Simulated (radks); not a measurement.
All-electron atom: Tc15+ in [Ar] 3d10. All-electron calculation, Dirac Kohn-Sham, exchange-only PBE, spin-unpolarised, spherical densities, finite nucleus; Fermi nuclear charge, rms radius 4.4112 fm. Program: a radial shooting solver on a logarithmic mesh with Libxc functionals.

Normalised radial functions P(r) = r R(r) (large component), r in bohr:

```
   r/bohr * 2p3/2, o 3s1/2, + 3p3/2 (the largest magnitude, 2.69, reaches the edge; | marks zero, & curves that meet)
 0.001463                             &o
 0.001637                             &o
 0.001831                             & o
 0.002048                             & o
  0.00229                             & o
 0.002562                             & o
 0.002865                             & o
 0.003205                             & o
 0.003585                             &  o
 0.004009                             &  o
 0.004485                             &  o
 0.005016                             &  o
  0.00561                             +*  o
 0.006275                             +*  o
 0.007075                             +*  o
 0.007914                             |&   o
 0.008852                             |&   o
 0.009901                             |+*  o
  0.01107                             |+*  o
  0.01239                             |+ *  o
  0.01385                             |+ *  o
   0.0155                             | + * o
  0.01733                             | + * o
  0.01939                             | +  *o
  0.02169                             |  + o*
  0.02426                             |  + o *
  0.02713                             |   +o   *
  0.03035                             |   &     *
  0.03394                             |  o +      *
  0.03796                             | o   +       *
  0.04246                             o      +        *
   0.0475                            o|      +          *
  0.05312                          o  |       +           *
  0.05942                         o   |        +           *
  0.06646                       o     |        +             *
  0.07434                     o       |         +              *
  0.08315                    o        |         +               *
    0.093                   o         |        +                 *
    0.104                   o         |       +                  *
   0.1164                    o        |      +                   *
   0.1301                     o       |    +                   *
   0.1456                       o     |  +                    *
   0.1628                          o  +                    *
   0.1821                          +  o                  *
   0.2037                       +     |   o           *
   0.2278                   +         |       o    *
   0.2569                +            |        *  o
   0.2873              +              |      *       o
   0.3214            +                |    *           o
   0.3595            +                |  *              o
   0.4021            +                | *              o
   0.4497             +               |*              o
    0.503               +             |*            o
   0.5626                 +           *          o
   0.6293                    +        *        o
   0.7039                      +      *     o
   0.7873                        +    *   o
   0.8806                          +  *  o
    0.985                           + *o
    1.102                            +*o
    1.232                             &
    1.378                             &
```

2p3/2: eigenvalue -2968.7 eV, 0 radial nodes, <r> = 0.132 bohr, 90 % of the charge inside 0.214 bohr. 3s1/2: eigenvalue -845.37 eV, 2 radial nodes at r = 0.0436, 0.181 bohr, <r> = 0.411 bohr, 90 % of the charge inside 0.605 bohr. 3p3/2: eigenvalue -736.34 eV, 1 radial node at r = 0.163 bohr, <r> = 0.413 bohr, 90 % of the charge inside 0.622 bohr.
